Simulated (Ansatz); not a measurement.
`C=CN[SiH2][AlH2]` at its PBE0-D4/def2-TZVP geometry, where that method's forces vanish. Total charge 0; spin multiplicity 1.

```xyz
13

C     1.2800   -0.2661    0.5579
C     1.0801    0.1203   -0.7687
N     0.0430    0.8466   -1.1477
Si   -1.3984    0.8995   -0.0243
Al   -0.6387   -1.2850    0.9067
H     1.0664    0.4722    1.3297
H     2.1544   -0.8742    0.7597
H     1.7370   -0.2562   -1.5519
H    -0.0244    1.0538   -2.1323
H    -2.5080    1.2085   -0.9738
H    -1.2303    2.1440    0.7903
H    -0.8201   -2.4232   -0.2032
H    -0.7409   -1.6401    2.4578
```

(1) What forces (eV/Å) does B3LYP-D4/def2-TZVPP give on these atoms in Ansatz 0.2.0? (Estimate.)

Results:

(1) The calculation gave: 
```
C1   0.096 -0.009  0.154
C2   0.298 -0.065 -0.125
N3  -0.083  0.094 -0.139
Si4 -0.238  0.146  0.036
Al5 -0.088 -0.187  0.087
H6   0.066 -0.069 -0.056
H7  -0.050  0.051 -0.004
H8  -0.050  0.020  0.059
H9  -0.001  0.007  0.000
H10  0.052 -0.010  0.050
H11 -0.010 -0.065 -0.040
H12  0.008  0.068  0.080
H13  0.000  0.019 -0.102
```

B3LYP here is the variant with VWN-RPA as its local correlation; programs differ in this.
